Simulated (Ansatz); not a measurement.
## A geometry optimisation of AlCuH4OS with r2SCAN-D4/def2-SVP

The starting geometry of this gas-phase singlet was optimised with GFN2-xTB.

```yaml
atoms:
  - { symbol: Al, position_ang: [0.0027, -2.0472, -1.8860] }
  - { symbol: Cu, position_ang: [-1.8098, -3.5946, -2.8788] }
  - { symbol: O, position_ang: [-1.4719, -2.6699, -1.1690] }
  - { symbol: S, position_ang: [0.0945, -3.2387, -3.9681] }
  - { symbol: H, position_ang: [-0.3093, -2.1387, -4.5972] }
  - { symbol: H, position_ang: [1.2544, -2.4715, -1.0923] }
  - { symbol: H, position_ang: [-0.2437, -0.5951, -2.3886] }
  - { symbol: H, position_ang: [-2.0728, -2.7368, -0.4289] }
```

Where would you expect an optimisation with r2SCAN-D4/def2-SVP to take it?

It keeps its bonds.

The energy falls by 0.26 eV over 15 steps:

```tsv
step	E − E(last) (eV)
1	0.265
3	0.104
4	0.047
6	0.020
7	0.014
9	0.005
10	0.001
12	0.000
13	0.000
15	0.000
```

Final geometry (Å):

```xyz
8

Al   -0.0527   -1.9525   -1.8680
Cu   -1.7116   -3.5778   -2.8586
O    -1.7110   -2.5281   -1.2294
S     0.1134   -3.2497   -4.0134
H    -0.3704   -2.2631   -4.8087
H     1.0864   -2.5521   -0.9292
H    -0.1481   -0.4416   -2.3504
H    -1.7621   -2.9276   -0.3512
```

The end wasn't checked by frequencies. Run with Ansatz 0.2.0, 47 s on 2 threads of Intel(R) Xeon(R) Processor @ 2.70GHz (shared host).
